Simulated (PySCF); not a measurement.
Geometries of 2 isomers of CH8BNO, from PBE0-D3(BJ)/def2-SVP geometry optimisation, gas phase (PySCF). One conformer each, no zero-point energy, no frequencies.

Question: Which is lower in electronic energy at this level?
A.
```xyz
12
angstrom
N      1.267   -0.073    0.303
B      0.177    0.092   -0.899
C     -1.074    0.739   -0.108
O     -1.316   -0.014    1.101
H      1.766    0.793    0.504
H      1.947   -0.815    0.156
H      0.664   -0.296    1.113
H      0.667    0.775   -1.789
H     -0.065   -1.061   -1.259
H     -1.991    0.793   -0.723
H     -0.883    1.772    0.235
H     -1.626   -0.881    0.815
```
B.
```xyz
12
angstrom
C      1.492   -0.355   -0.162
O      0.558   -0.854   -1.055
B     -0.666   -1.374   -0.547
N     -1.700   -0.050   -0.376
H      2.442   -0.163   -0.688
H      1.698   -1.056    0.671
H      1.187    0.611    0.302
H     -1.263   -2.062   -1.368
H     -0.625   -1.850    0.591
H     -2.646   -0.355   -0.146
H     -1.727    0.454   -1.264
H     -1.388    0.599    0.347
```

Answer: B. That is `CO[BH2-][NH3+]`, 15.1 kcal/mol below the other.

```csv
SMILES,atoms numbered as above,E (Eh),relative (kcal/mol),relative (kJ/mol),dipole (D)
CO[BH2-][NH3+],[CH3:1][O:2][BH2-:3][NH3+:4],-197.40268,0.0,0.0,5.44
[NH3+][BH2-]CO,[NH3+:1][BH2-:2][CH2:3][OH:4],-197.37859,15.1,63.2,3.87
```

As drawn, the lower has a B–O bond, which the higher lacks; the higher has an O–H bond, which the lower lacks.
